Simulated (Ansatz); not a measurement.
Consider the ligand exchange at a B–O bond: `COB(C)O` + `OCF` → `CB(O)OCF` + CH₃OH.

Computed with Ansatz on PBE0-D4/def2-TZVP structures; ΔE is electronic, products minus reactants. CCSD(T)/CBS adds triple-zeta CCSD(T) − MP2 to the extrapolated MP2 energy (def2 sets, frozen cores). This one scheme is used for every species. Functionals use def2-TZVPP. Each species was taken in one conformer, which may not be the lowest.

`COB(C)O`:

```xyz
12

C     0.304    1.425    0.872
O    -0.201    1.064   -0.392
B    -0.305   -0.242   -0.783
C     0.097   -1.461    0.120
O    -0.796   -0.466   -2.036
H     1.377    1.222    0.943
H    -0.206    0.893    1.680
H     0.144    2.496    1.003
H    -0.523   -1.504    1.021
H    -0.016   -2.407   -0.411
H     1.133   -1.381    0.465
H    -1.007    0.360   -2.482
```

`OCF`:

Z-matrix (Å, degrees):
```
C
F 1 1.381
O 1 1.370 2 111.1
H 1 1.091 2 107.8 3 -117.4
H 1 1.096 2 106.3 3 123.2
H 3 0.962 1 109.3 2 70.7
```

`CB(O)OCF`:

Z-matrix (Å, degrees):
```
C
B 1 1.565
H 1 1.093 2 111.6
H 1 1.095 2 111.2 3 118.9
H 1 1.090 2 111.0 3 -121.2
O 2 1.357 1 120.2 3 126.2
O 2 1.384 1 123.9 3 -54.7
H 6 0.962 2 112.0 1 -179.6
C 7 1.374 2 121.8 1 4.9
F 9 1.374 7 110.0 2 80.4
H 9 1.092 7 108.4 2 -162.2
H 9 1.095 7 112.2 2 -38.8
```

CH₃OH:

```xyz
6

C    -0.057   -0.054    0.347
O    -0.302   -0.148   -1.037
H    -0.855   -0.599    0.851
H    -0.074    0.983    0.706
H     0.900   -0.509    0.634
H     0.389    0.328   -1.502
```

```
             level  ΔE (kJ/mol)
            B2PLYP          9.4
               PBE         10.8
RPA@PBE/def2-TZVPP          7.7
       HF/def2-SVP          7.7
```

(1) What does CCSD(T)/CBS give? (Best estimate.)

Largest T1 diagnostic among the species: 0.012.

## Answers

(1) Ansatz gave: +8.1 kJ/mol. The listed levels differ from it by 1.3, 2.7, -0.4, -0.4 kJ/mol.

Leaving LDA and LC-ωPBE aside and taking each functional with its dispersion term where it has one, the values, not all of them listed here, spread over 2.4 kJ/mol, from BHLYP-D4 to PBE-D4.
